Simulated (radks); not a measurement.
Results of a calculation; reference values are marked as such.
Species: the titanium ion Ti3+. Configuration: [Ar] 3d1 (the NIST ground configuration). Level of theory: non-relativistic Kohn-Sham, LDA (Slater exchange, Perdew-Wang correlation), spin-polarised, spherical densities, point nucleus; open shells are filled with parallel spins first (a radial shooting solver on a logarithmic mesh with Libxc functionals).

Normalised radial functions P(r) = r R(r), r in bohr:

```
   r/bohr * 2p down, o 3s up, + 3p up (the largest magnitude, 1.8, reaches the edge; | marks zero, & curves that meet)
 0.007665                             & o
 0.008642                             & o
 0.009744                             &  o
  0.01099                             +* o
  0.01239                             +* o
  0.01397                             +* o
  0.01575                             +*  o
  0.01775                             +*  o
  0.02002                             |+* o
  0.02275                             |+* o
  0.02565                             |+*  o
  0.02892                             |+ * o
  0.03261                             |+  *o
  0.03677                             | + *o
  0.04146                             | +  &
  0.04674                             | +  o *
   0.0527                             |  +o   *
  0.05942                             |  +o    *
    0.067                             |  o+      *
  0.07554                             | o  +       *
  0.08517                             |o   +         *
  0.09603                             o     +          *
   0.1091                           o |      +           *
   0.1231                         o   |      +             *
   0.1387                        o    |       +              *
   0.1564                      o      |       +                *
   0.1764                     o       |       +                 *
   0.1989                    o        |       +                  *
   0.2242                    o        |      +                   *
   0.2528                    o        |     +                    *
    0.285                      o      |    +                   *
   0.3214                       o     |  +                    *
   0.3624                          o  +                    *
   0.4086                           + o                 *
   0.4606                        +    |   o          *
   0.5236                     +       |       o   *
   0.5903                  +          |        * o
   0.6656                +            |     *       o
   0.7504              +              |   *           o
   0.8461             +               |  *             o
    0.954             +               |*              o
    1.076              +              |*             o
    1.213                +            *            o
    1.367                  +          *          o
    1.542                    +        *       o
    1.738                      +      *     o
     1.96                        +    *   o
    2.228                          +  * o
    2.511                           + *o
    2.832                            +*o
    3.193                            +&
      3.6                             &
    4.059                             &
    4.576                             &
```

2p down: eigenvalue -477.01 eV, 0 radial nodes, <r> = 0.291 bohr, 90 % of the charge inside 0.479 bohr. 3s up: eigenvalue -94.378 eV, 2 radial nodes at r = 0.0926, 0.404 bohr, <r> = 1.00 bohr, 90 % of the charge inside 1.49 bohr. 3p up: eigenvalue -71.315 eV, 1 radial node at r = 0.370 bohr, <r> = 1.06 bohr, 90 % of the charge inside 1.62 bohr.
